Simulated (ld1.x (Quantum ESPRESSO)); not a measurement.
# u(r) = r·R(r): atom against pseudo-atom (N (Z = 7))

Columns: radius, all-electron u(r) and pseudo u(r) of the 2s shell (level -19.03 eV) of nitrogen in the configuration [He] 2s1 2p4; PBE, scalar-relativistic, RRKJ scheme, ld1.x (Quantum ESPRESSO) 7.5.

| r (bohr) | all-electron | pseudo |
| --- | --- | --- |
| 0.110 | 0.3879 | -0.0531 |
| 0.220 | 0.2502 | -0.1611 |
| 0.330 | -0.0312 | -0.2959 |
| 0.440 | -0.3109 | -0.4231 |
| 0.550 | -0.5394 | -0.5609 |
| 0.660 | -0.7061 | -0.7065 |
| 0.770 | -0.8147 | -0.8147 |
| 0.880 | -0.8743 | -0.8743 |
| 0.990 | -0.8957 | -0.8957 |
| 1.100 | -0.8886 | -0.8886 |
| 1.210 | -0.8616 | -0.8616 |
| 1.320 | -0.8211 | -0.8211 |
| 1.430 | -0.7723 | -0.7723 |
| 1.540 | -0.7190 | -0.7190 |
| 1.650 | -0.6639 | -0.6639 |
| 1.760 | -0.6090 | -0.6090 |
| 1.870 | -0.5556 | -0.5556 |
| 1.980 | -0.5047 | -0.5047 |
| 2.090 | -0.4567 | -0.4567 |
| 2.200 | -0.4119 | -0.4119 |
| 2.310 | -0.3706 | -0.3706 |
| 2.420 | -0.3326 | -0.3326 |
| 2.530 | -0.2980 | -0.2980 |
| 2.640 | -0.2665 | -0.2665 |
| 2.750 | -0.2380 | -0.2380 |
| 2.860 | -0.2123 | -0.2123 |

How many radial nodes do the two functions have?

The all-electron 2s function has n − l − 1 = 1; the pseudo-wave has 0, since the states of the same l below it are removed with the core.

At about which radius was the pseudo-wave matched?

0.70 bohr, where the columns begin to agree (steps of 0.11 bohr).

Where does each function peak?

Outermost all-electron maximum near 0.99 bohr, pseudo maximum near 0.99 bohr (to the table’s step).

Is the pseudo-wave norm-conserving?

Yes: the RRKJ scheme keeps the norm inside the radius equal to the all-electron one, which fixes the energy derivative of the logarithmic derivative at the level.
